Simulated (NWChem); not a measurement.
TiCl₃, doublet; SMILES [Cl][Ti]([Cl])[Cl]

### Question
Give the equilibrium geometry at PBE0/def2-SVP, spin-unrestricted (NWChem) as a Z-matrix, with the point group.

### Answer
point group Cs; any orientation.
```
Ti
Cl 1 2.1832
Cl 1 2.1851 2 119.95
Cl 1 2.1852 2 119.72 3 179.95
```
